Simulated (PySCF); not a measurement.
Bond curve of KNa⁺

Set-up: K 6-31G(d,p), Na 6-31G(d,p); no relativity (PySCF 2.14). Energies in eV from K⁺ + Na in their ground configurations at the same level. State: ²Σ⁺ (doublet), unpaired electrons σ ↑.

```
R (Å)  UHF-MP2  UHF-SCS-MP2
3.539  -0.4143      -0.4025
3.704  -0.4744      -0.4637
3.868  -0.5130      -0.5032
3.992  -0.5301      -0.5209
4.115  -0.5386      -0.5300
4.239  -0.5399      -0.5318
4.403  -0.5325      -0.5249
4.609  -0.5117      -0.5048
4.856  -0.4752      -0.4691
5.185  -0.4154      -0.4101
```

**Question.** Put a parabola through the three lowest points of the UHF-MP2 curve and estimate Re, k and ωe (reduced mass 14.46 u; 1 eV/Å² = 0.16022 mdyn/Å; ωe = 1302.8·√(k/μ) cm⁻¹).

**Answer.** Through R = 4.115, 4.239, 4.403 Å the second-order coefficient is 0.193 eV/Å², so Re ≈ 4.204 Å, k ≈ 0.0619 mdyn/Å and ωe ≈ 85 cm⁻¹. A polynomial fit of higher order to the unrounded UHF-MP2 energies gives Re = 4.201 Å, k = 0.0671 mdyn/Å, ωe = 88.7 cm⁻¹; anharmonicity and rounding make the difference.

The higher-order fit for each curve: UHF-MP2: Re = 4.201 Å, ωe = 88.7 cm⁻¹, De = 0.54 eV; UHF-SCS-MP2: Re = 4.210 Å, ωe = 88.4 cm⁻¹, De = 0.53 eV.

Correlated steps freeze 6 core orbitals. Correlated levels converge slowly with the basis: in double zeta they bind strong bonds too weakly, by up to about 1 eV, and carry superposition errors of some tenths. For an ion De counts to the pair picked by the measured ionisation energies or electron affinities, which need not be the lowest pair at this level. The state is the lowest determinant that a PBE0 search found; another state may lie lower at other levels.
